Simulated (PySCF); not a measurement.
Be(H)(Et) (C₂H₆Be), SMILES [BeH][CH2]C. Atoms are numbered in the order given.

```xyz
9

Be    -0.3016     1.6490     0.0000
H     -0.9711     2.8167     0.0000
C      0.5412     0.1884     0.0000
C     -0.3136    -1.0975     0.0000
H      1.2203     0.1775    -0.8741
H      1.2203     0.1775     0.8741
H     -0.9671    -1.1522     0.8837
H     -0.9671    -1.1522    -0.8837
H      0.3056    -2.0085     0.0000
```

Geometry: PBE-D3(BJ)/def2-TZVP.

These are TDDFT-CAM-B3LYP/def2-SVPD in PySCF 2.14.0 values and carry that method's errors.

Vertical excitations. Isolated molecule, no solvent. State labels are in the subgroup Cs.

```csv
state,symmetry,energy (eV),λ (nm),f,main pairs
S1,A',5.98,207,0.001,HOMO→LUMO 87 %
S2,A",6.10,203,0.000,HOMO→LUMO+1 85 %
S3,A',7.33,169,0.049,HOMO→LUMO+2 82 %
S4,A',7.68,161,0.133,HOMO−1→LUMO 87 %
S5,A",7.81,159,0.139,HOMO−1→LUMO+1 86 %
S6,A",8.11,153,0.007,HOMO−2→LUMO 90 %
S7,A',8.44,147,0.017,HOMO−2→LUMO+1 83 %
S8,A',8.49,146,0.037,"HOMO→LUMO+3 50 %, HOMO→LUMO+5 28 %"
S9,A",8.51,146,0.055,HOMO→LUMO+4 83 %
S10,A',8.68,143,0.022,"HOMO→LUMO+5 54 %, HOMO→LUMO+3 21 %, HOMO→LUMO+6 10 %"
T1,A',5.59,222,0,HOMO→LUMO 82 %
T2,A",5.71,217,0,"HOMO→LUMO+1 79 %, HOMO→LUMO+4 14 %"
T3,A',6.50,191,0,"HOMO−1→LUMO 78 %, HOMO−1→LUMO+5 13 %"
T4,A",6.60,188,0,"HOMO−1→LUMO+1 77 %, HOMO−1→LUMO+4 14 %"
```
Triplets are in the Tamm–Dancoff approximation, which puts them higher than full response would, so one can lie above its singlet here.
